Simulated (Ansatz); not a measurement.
H₈OSi₄. Total charge 0; spin multiplicity 1. The bonds changed during the relaxation, so this is another structure than the one it started from.

```xyz
13

Si    0.648   -1.396    1.464
Si    1.320    0.363    0.073
Si   -0.354    0.605   -1.537
O    -1.635   -0.399   -1.285
Si   -2.643    0.833   -0.624
H     0.584   -2.643    0.659
H     1.639   -1.580    2.558
H    -0.684   -1.110    2.052
H     1.498    1.639    0.815
H     2.607    0.030   -0.601
H     0.038    0.689   -2.965
H    -1.853    1.034    0.693
H    -1.165    1.935   -1.302
```

What are the harmonic wavenumbers in cm⁻¹ at PBE0-D4/def2-TZVP (Ansatz, finite differences of forces, unscaled)? (An estimate is asked.)

The calculation gave: 48, 62, 89, 102, 185, 236, 327, 368, 400, 458, 499, 523, 634, 655, 690, 720, 801, 818, 861, 865, 888, 918, 936, 938, 1050, 1823, 1913, 2203, 2219, 2222, 2232, 2234, 2247.

Is this a minimum?

Yes, all 33 modes are real.

Give the ideal-gas thermochemistry at 298.15 K and 1 bar (rigid rotor, harmonic oscillator; point group C1, symmetry number 1).

Zero-point energy 186.4 kJ/mol; H(298) − E = 214.6 kJ/mol; entropy 411.3 J/(mol·K), of which translation 170.2, rotation 121.6, vibration 119.5; G(298) − E = 92.0 kJ/mol. Modes under 100 cm⁻¹ are hindered rotations or soft bends, so the harmonic entropy is rough.

And at 400, 500, 600, 800 and 1000 K?


```tsv
T (K)	H − E (kJ/mol)	S (J/mol/K)	G − E (kJ/mol)
400	231.5	459.8	47.6
500	250.6	502.2	-0.6
600	271.5	540.4	-52.7
800	317.7	606.6	-167.6
1000	367.9	662.6	-294.7
```
